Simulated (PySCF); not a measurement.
C₂H₆BO₂, SMILES CO[B]OC, multiplicity 2. Atoms are numbered in the order given.

```xyz
11

C      1.9487     0.5310     0.3502
O      1.3198    -0.6478    -0.1390
B     -0.0115    -0.7485    -0.2867
O     -0.8713     0.2504     0.0229
C     -2.2744     0.1428    -0.1181
H      1.2145     1.2229     0.7902
H      2.6887     0.2438     1.1122
H      2.4723     1.0363    -0.4768
H     -2.7515     0.2967     0.8627
H     -2.6314     0.9236    -0.8081
H     -2.5679    -0.8442    -0.5095
```
Charge 0, spin multiplicity 2.

The structure is a stationary point at ωB97X-D3(BJ)/def2-SVP. The isomer is the one that the SMILES or the coordinates give; other isomers of the formula were not compared. One conformer was computed; it need not be the lowest.

These are PySCF with PBE0/def2-TZVP values and carry that method's errors.

ESP charges are fitted to the potential on shells at 1.4 to 2.0 van der Waals radii. Atomic charges (e):

| atom | ESP fit | Mulliken | Mulliken spin |
|---|---|---|---|
| C1 | 0.10 | -0.22 | 0.05 |
| O2 | -0.27 | -0.23 | -0.01 |
| B3 | 0.01 | 0.09 | 0.94 |
| O4 | -0.01 | -0.24 | 0.03 |
| C5 | -0.36 | -0.17 | -0.03 |
| H6 | 0.00 | 0.13 | 0.00 |
| H7 | 0.05 | 0.13 | 0.00 |
| H8 | 0.05 | 0.13 | 0.00 |
| H9 | 0.15 | 0.13 | 0.00 |
| H10 | 0.14 | 0.13 | 0.00 |
| H11 | 0.13 | 0.12 | 0.02 |

Computed Mayer and Wiberg (Löwdin basis) orders of the bonds:
```tsv
bond	Mayer	Wiberg
C1–O2	0.90	1.37
O2–B3	1.35	2.00
B3–O4	1.27	1.94
O4–C5	0.93	1.40
C1–H6	0.97	0.92
C1–H7	0.97	0.94
C1–H8	0.97	0.94
C5–H9	0.97	0.94
C5–H10	0.97	0.94
C5–H11	0.97	0.92
```
